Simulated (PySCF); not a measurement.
C₄H₂ClF, SMILES C#C/C(Cl)=C\F. Atoms are numbered in the order given.

```xyz
8

C      2.2301    -1.1645     0.0000
C      1.1665    -0.5890     0.0000
C     -0.0875     0.1009     0.0000
Cl    -0.0480     1.8372     0.0000
C     -1.2760    -0.5162     0.0000
F     -1.3691    -1.8387     0.0000
H      3.1753    -1.6794     0.0000
H     -2.2355     0.0081     0.0000
```
Charge 0, spin multiplicity 1.

Coordinates come from a ωB97X-D3(BJ)/def2-SVP optimisation. The structure was generated by enumeration; whether it is a known compound was not checked.

Two levels are set side by side: PBE/pcSseg-1 (PySCF) and KT2/pcSseg-1 (PySCF). GIAO shifts against CFCl3 (¹⁹F), HCl (³⁵Cl), TMS (¹H), TMS (¹³C) at the same level; non-relativistic, no solvent, atoms listed together averaged. Without spin–orbit terms, shifts of atoms bonded to Cl or Br come out too high at both levels. Differences are taken from unrounded values.

| quantity | KT2 | PBE | PBE minus KT2 |
|---|---|---|---|
| δ(¹³C) of C1 (ppm) | 90.5 | 97.2 | 6.7 |
| δ(¹³C) of C2 (ppm) | 74.5 | 80.9 | 6.4 |
| δ(¹³C) of C3 (ppm) | 108.2 | 115.0 | 6.9 |
| δ(³⁵Cl) of Cl4 (ppm) | 201.7 | 213.5 | 11.7 |
| δ(¹³C) of C5 (ppm) | 158.8 | 166.7 | 7.9 |
| δ(¹⁹F) of F6 (ppm) | -136.3 | -122.2 | 14.0 |
| δ(¹H) of H7 (ppm) | 4.11 | 3.86 | -0.25 |
| δ(¹H) of H8 (ppm) | 7.55 | 7.58 | 0.03 |

Rough cost on one machine, each run with all the roots and properties that it gave: KT2 against PBE within a factor of 2.
